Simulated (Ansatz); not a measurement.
The N6–H7 bond of CH5NSn (SMILES [CH3][Sn][NH2]) is stretched (multiplicity 1, the rest rigid).
Geometry at rest (charge 0, multiplicity 1):
```xyz
8

Sn    -0.2102    -0.0043     0.3548
C      0.8446     1.5217    -0.8580
H      0.7941     2.5095    -0.3996
H      0.3965     1.5726    -1.8532
H      1.8943     1.2393    -0.9698
N      0.2348    -1.4886    -0.9598
H      0.7643    -1.3663    -1.8114
H     -0.0494    -2.4493    -0.8404
```

Frozen-core correlation. Filled d and f shells under p-block atoms count as core.

Run with Ansatz (a program for electronic structure) with Gaussian orbitals. Values without a source in brackets are computed. In def2 rows elements past Kr take small-core potentials, without spin–orbit coupling.

FIC-MRCISD+Q on CASSCF(2,2)/def2-SVP, total energies (hartree):

```
R (Å)       CASSCF       MRCISD  weight c² of the reference
-----  -----------  -----------  --------------------------
1.010  -308.515724  -308.881178                     0.88070
1.768  -308.398606  -308.756280                     0.87749
3.233  -308.341225  -308.692758                     0.87664
```

Add the Davidson correction (E_MRCISD − E_CASSCF)(1 − c²)/c² and give the energies above the first point at the three levels.


Corrections (hartree): -0.049506, -0.049934, -0.049468. Above the first point (kcal/mol):
- R = 1.768 Å: CASSCF 73.5, MRCISD 78.4, with the correction 78.1
- R = 3.233 Å: CASSCF 109.5, MRCISD 118.2, with the correction 118.3
